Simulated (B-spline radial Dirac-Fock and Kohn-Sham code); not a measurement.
**How the settings move the core levels of Ru**

ΔSCF core binding energies without Breit or QED terms, calculated with a radial B-spline solver. Keys: rel is the Hamiltonian (dirac, or spin-free x2c and nr, where L3 and M5 stand for the whole 2p and 3d shells), method is hf or an exchange,correlation pair (spin-unpolarised, also for the hole states), nuc the nuclear model, radius_factor scales its radius, rmax is the box in bohr, h the logarithmic mesh step, order the B-spline order, points the quadrature points per cell, c_factor scales the speed of light, and damp, ndamp, maxit and tol steer the iteration. The run stops when the commutator error falls below 10·tol·max(1, Z/10), or the numerical noise floor, and the energy has settled to about 1e-8 Ha; the virial ratio is −V/T.

Base input:

```json
{"items": [{"Z": 44, "q": 0, "cfg": [[1, 0, 2], [2, 0, 2], [2, 1, 6], [3, 0, 2], [3, 1, 6], [3, 2, 10], [4, 0, 2], [4, 1, 6], [4, 2, 7], [5, 0, 1]], "A": 102, "rrms": 4.4809, "do": "settings", "holes": ["K", "L3", "M5"],
  "settings": [{"rel": "dirac", "method": "hf", "nuc": "fermi", "radius_factor": 1.0, "rmax": 45.0, "h": 0.3, "order": 8, "points": 10, "c_factor": 1.0, "maxit": 60, "damp": 0.5, "ndamp": 3, "tol": 1e-08}]}]}
```

The ground state converged in 11 iterations, with total energy -4529.26935 Ha, virial ratio 1.96079 and highest orbital energy -6.07 eV. ΔSCF binding energies: K (1s) 22188.6 eV, L3 (2p3/2) 2851.7 eV, M5 (3d5/2) 287.8 eV.

Changes from the base run:

```tsv
changed setting	Δ total energy (Ha)	Δ K (eV)	Δ L3 (eV)	Δ M5 (eV)	iterations
method = "b88,lyp"; order = 7; damp = 0.2	-2.75011	+27.27	-13.20	-0.59	13
h = 0.22	-0.00001	0.00	0.00	0.00	11
tol = 1e-06	0.00000	0.00	0.00	0.00	9
tol = 0.0001	0.00000	0.00	0.00	0.00	9
radius_factor = 2.0; order = 6; c_factor = 0.8	?	?	?	?	?
nuc = "gauss"	-0.00019	0.00	0.00	0.00	11
rel = "x2c"	+1.31921	-16.31	+41.45	+1.77	11
h = 0.5	+0.03646	+0.03	+0.06	+0.10	11
rmax = 80.0	0.00000	0.00	0.00	0.00	11
order = 7	+0.00002	0.00	0.00	0.00	11
method = "b88,lyp"; radius_factor = 0.8; h = 0.5	-2.72652	+27.69	-13.07	-0.45	10
radius_factor = 2.0	+0.20217	-2.34	+0.02	0.00	11
order = 6	+0.00013	0.00	0.00	0.00	11
rel = "x2c"; h = 0.22; tol = 0.0001	+1.31920	-16.31	+41.45	+1.77	9
```

Q: What does the change radius_factor = 2.0; order = 6; c_factor = 0.8 do?

A: The total energy moves by -53.37769 Ha and the binding energies by K +365.26 eV, L3 -3.23 eV, M5 -3.56 eV; the run takes 11 iterations.
